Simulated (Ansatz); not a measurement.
Program: Ansatz. Geometries: PBE0-D4/def2-TZVP. ΔE: electronic, gas phase. CCSD(T)/CBS is the MP2 limit (def2-TZVPP, def2-QZVPP) plus CCSD(T) − MP2 in def2-TZVPP, frozen cores. This one scheme is used for every species, atoms too. Open shells (•) are unrestricted, without spin–orbit coupling. Spin–orbit coupling would lower the free atoms: a little for C, F, Si; clearly for Br. For Br outer-core shells are correlated without core-valence functions, so the limit isn't a true one: a few kJ/mol of doubt a bond, and 10 to 20 or more in all where bonds break to atoms. Scalar relativity is left out up to krypton. One conformer a species, not always the lowest.

Reaction (atomization): `FCC([SiH3])Br` → Br• + 2 C• + F• + 6 H• + Si•

```
        species  HF/def2-TZVPP energy (Eh)
`FCC([SiH3])Br`                -3040.09210
            Br•                -2572.39810
             C•                  -37.69248
             F•                  -99.41180
             H•                   -0.49981
            Si•                 -288.85084
```

Question: Work out ΔE.

Answer: ΔE = 6 × (-0.49981) + 2 × (-37.69248) + (-2572.39810) + (-99.41180) + (-288.85084) − (-3040.09210) = 1.04754 Eh = +2750.3 kJ/mol. CCSD(T)/CBS gives +3755.4 kJ/mol.

Largest T1 diagnostic among the species: 0.012.

The D4 term adds +41.2 kJ/mol with B3LYP and +21.5 kJ/mol with PBE0; it sums over pairs of atoms, weighted by their polarisabilities, and B3LYP, whose exchange is more repulsive, gets the larger term. From PBE to PBE0 (25 % exact exchange), in def2-TZVPP and without D4, ΔE moves by −51.5 kJ/mol: exact exchange takes away binding that semilocal exchange gives to molecules. In def2-TZVPP, CCSD(T) changes the Hartree–Fock value by +907.3 kJ/mol (the triples alone add +53.8 kJ/mol) and MP2 by +958.3 kJ/mol; breaking electron pairs costs correlation energy, which Hartree–Fock lacks.

B3LYP here is the variant with VWN-RPA as its local correlation; programs differ in this.

For atomizations the MP2-based limit and the directly extrapolated one differ by several kJ/mol either way, and by 10 to 25 for some Ge, Se and Sn compounds, so smaller differences from it don't rank the levels.
